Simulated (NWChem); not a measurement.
System: GaH₂OCl; SMILES [OH][GaH][Cl]

NWChem input:

```
start job
memory heap 200 mb stack 900 mb global 1100 mb
geometry units angstroms noautoz
  Ga    -0.302465     0.433371     0.000000
  H     -1.775529     0.924184     0.000000
  Cl     0.184990    -1.649285     0.000000
  O      1.138279     1.468787     0.000000
  H      0.953486     2.413849     0.000000
end
basis spherical
  * library def2-svp
end
dft
  xc b3lyp
  grid coarse
  iterations 150
  mulliken
end
task dft gradient
```

NWChem printed, in part:

```
             Northwest Computational Chemistry Package (NWChem) 7.3.0
             --------------------------------------------------------

 CS  symmetry detected

                             Geometry "geometry" -> ""
                             -------------------------

 Output coordinates in angstroms (scale by  1.889725989 to convert to a.u.)

  No.       Tag          Charge          X              Y              Z
 ---- ---------------- ---------- -------------- -------------- --------------
    1 Ga                  31.0000    -0.36500254     0.40193503     0.00000000
    2 H                    1.0000    -1.86708596     0.79507667     0.00000000
    3 Cl                  17.0000     0.25799904    -1.64426570     0.00000000
    4 O                    8.0000     1.00472895     1.52961636     0.00000000
    5 H                    1.0000     0.75834961     2.46052337     0.00000000

 Effective nuclear repulsion energy (a.u.)     254.9327617670

      Symmetry information
      --------------------

 Group name             Cs
 Group number              2
 Group order               2
 No. of unique centers     5

                                 NWChem DFT Module
                                 -----------------

 Summary of "ao basis" -> "ao basis" (spherical)
 ------------------------------------------------------------------------------
       Tag                 Description            Shells   Functions and Types
 ---------------- ------------------------------  ------  ---------------------
 Ga                         def2-svp                12       32   5s4p3d
 H                          def2-svp                 3        5   2s1p
 Cl                         def2-svp                 8       18   4s3p1d
 O                          def2-svp                 6       14   3s2p1d

      Symmetry analysis of basis
      --------------------------

        a'         53
        a"         21

            General Information
            -------------------
          SCF calculation type: DFT
          Wavefunction type:  closed shell.
          No. of atoms     :     5
          No. of electrons :    58
           Alpha electrons :    29
            Beta electrons :    29
          Charge           :     0
          Spin multiplicity:     1
          Use of symmetry is: on ; symmetry adaption is: on
          Maximum number of iterations: 150
          AO basis - number of functions:    74
                     number of shells:    32
          Convergence on energy requested:  1.00D-06
          Convergence on density requested:  1.00D-05
          Convergence on gradient requested:  5.00D-04

              XC Information
              --------------
                         B3LYP Method XC Potential
                     Hartree-Fock (Exact) Exchange  0.200
                        Slater Exchange Functional  0.800 local
                    Becke 1988 Exchange Functional  0.720 non-local
              Lee-Yang-Parr Correlation Functional  0.810
                  VWN I RPA Correlation Functional  0.190 local

             Grid Information
             ----------------
          Grid used for XC integration:  coarse
          Radial quadrature: Mura-Knowles
          Angular quadrature: Lebedev.
          Tag              B.-S. Rad. Rad. Pts. Rad. Cut. Ang. Pts.
          ---              ---------- --------- --------- ---------
          Ga                  1.30       95           8.0       302
          H                   0.35       35          10.0       302
          Cl                  1.00       70          11.0       302
          O                   0.60       35           8.0       302
          Grid pruning is: on
          Number of quadrature shells:   270
          Spatial weights used:  Erf1

      Superposition of Atomic Density Guess
      -------------------------------------

 Sum of atomic energies:       -2457.98909214

      Non-variational initial energy
      ------------------------------

 Total energy =   -2458.448232
 1-e energy   =   -3931.939516
 2-e energy   =    1218.558522
 HOMO         =      -0.404832
 LUMO         =       0.010422

      Symmetry analysis of molecular orbitals - initial
      -------------------------------------------------

  Numbering of irreducible representations:

     1 a'          2 a"

  Orbital symmetries:

     1 a'          2 a'          3 a'          4 a'          5 a'
     6 a"          7 a'          8 a'          9 a'         10 a'
    11 a"         12 a'         13 a'         14 a'         15 a"
    16 a'         17 a'         18 a'         19 a"         20 a"
    21 a'         22 a'         23 a'         24 a'         25 a'
    26 a"         27 a'         28 a"         29 a'         30 a'
    31 a"         32 a'         33 a'         34 a'         35 a'
    36 a'         37 a"         38 a'         39 a"

     ---------------------------------------------
      Total Density - Mulliken Population Analysis
     ---------------------------------------------

    Atom       Charge   Shell Charges
 -----------   ------   -------------------------------------------------------
    1 Ga  31    29.83   2.00  2.00  2.00  0.85  0.17  6.00  5.98  0.51  0.23  8.10  1.83  0.16
    2 H    1     1.09   0.64  0.45  0.01
    3 Cl  17    17.50   2.00  1.99  1.23  0.72  5.94  2.18  3.43  0.01
    4 O    8     8.92   1.99  1.11  0.66  3.12  2.03  0.00
    5 H    1     0.66   0.53  0.07  0.06

   convergence    iter        energy       DeltaE   RMS-Dens  Diis-err
 ---------------- ----- ----------------- --------- --------- ---------
 d= 0,ls=0.0,diis     1  -2461.0770451766 -2.72D+03  2.26D-02  7.19D-01
 d= 0,ls=0.0,diis     2  -2460.8521818554  2.25D-01  1.45D-02  2.86D+00
 d= 0,ls=0.0,diis     3  -2461.1624938173 -3.10D-01  2.86D-03  5.70D-02
 d= 0,ls=0.0,diis     4  -2461.1672083774 -4.71D-03  1.25D-03  9.34D-03
 d= 0,ls=0.0,diis     5  -2461.1684106496 -1.20D-03  2.25D-04  3.34D-04
  Resetting Diis
 d= 0,ls=0.0,diis     6  -2461.1684456682 -3.50D-05  4.86D-05  4.62D-05
 d= 0,ls=0.0,diis     7  -2461.1684486993 -3.03D-06  1.69D-05  8.08D-07
 d= 0,ls=0.0,diis     8  -2461.1684486303  6.91D-08  1.00D-05  1.80D-06
 d= 0,ls=0.0,diis     9  -2461.1684487782 -1.48D-07  2.01D-06  4.50D-08

         Total DFT energy =    -2461.168448778189
      One electron energy =    -3932.216419429269
           Coulomb energy =     1328.883901759503
    Exchange-Corr. energy =     -112.768692875461
 Nuclear repulsion energy =      254.932761767038

 Numeric. integr. density =       57.999947732227

                  Occupations of the irreducible representations
                  ----------------------------------------------

                     irrep           alpha         beta
                     --------     --------     --------
                     a'               22.0         22.0
                     a"                7.0          7.0

                       DFT Final Molecular Orbital Analysis
                       ------------------------------------

 Vector   27  Occ=2.000000D+00  E=-3.332033D-01  Symmetry=a'
              MO Center=  1.6D-01,  4.4D-01,  1.4D-15, r^2= 3.8D+00
   Bfn.  Coefficient  Atom+Function         Bfn.  Coefficient  Atom+Function
  ----- ------------  ---------------      ----- ------------  ---------------
    59      0.414163  4 O  px                62      0.295167  4 O  px
    49     -0.235360  3 Cl py                33      0.230026  2 H  s
    48     -0.224080  3 Cl px                12     -0.191337  1 Ga px
    34      0.180312  2 H  s                 46     -0.179060  3 Cl py
    45     -0.165672  3 Cl px                58      0.141014  4 O  s

 Vector   28  Occ=2.000000D+00  E=-3.113852D-01  Symmetry=a"
              MO Center=  5.2D-01, -3.8D-01,  7.2D-14, r^2= 3.4D+00
   Bfn.  Coefficient  Atom+Function         Bfn.  Coefficient  Atom+Function
  ----- ------------  ---------------      ----- ------------  ---------------
    50      0.505066  3 Cl pz                61     -0.396111  4 O  pz
    47      0.371979  3 Cl pz                64     -0.298768  4 O  pz
    44      0.217018  3 Cl pz                19      0.072826  1 Ga d -1
    29     -0.056751  1 Ga d -1              21     -0.025552  1 Ga d  1

 Vector   29  Occ=2.000000D+00  E=-3.060001D-01  Symmetry=a'
              MO Center=  1.1D-01, -9.8D-01, -1.0D-15, r^2= 2.9D+00
   Bfn.  Coefficient  Atom+Function         Bfn.  Coefficient  Atom+Function
  ----- ------------  ---------------      ----- ------------  ---------------
    48      0.551162  3 Cl px                45      0.417711  3 Cl px
    42      0.242108  3 Cl px                59      0.207070  4 O  px
    34      0.201735  2 H  s                 33      0.166837  2 H  s
    62      0.143557  4 O  px                49      0.095315  3 Cl py
    15      0.092199  1 Ga px                18      0.085315  1 Ga d -2

[...]

                         DFT ENERGY GRADIENTS

    atom               coordinates                        gradient
                 x          y          z           x          y          z
   1 Ga     -0.689755   0.759547   0.000000    0.002894  -0.000499   0.000000
   2 H      -3.528281   1.502477   0.000000    0.001730  -0.000625   0.000000
   3 Cl      0.487547  -3.107212   0.000000   -0.001302   0.004279   0.000000
   4 O       1.898662   2.890556   0.000000   -0.003841   0.000237   0.000000
   5 H       1.433073   4.649715   0.000000    0.000519  -0.003392   0.000000
```

Level: B3LYP/def2-SVP. Structure relaxed at the PBE0/def2-SVP level.
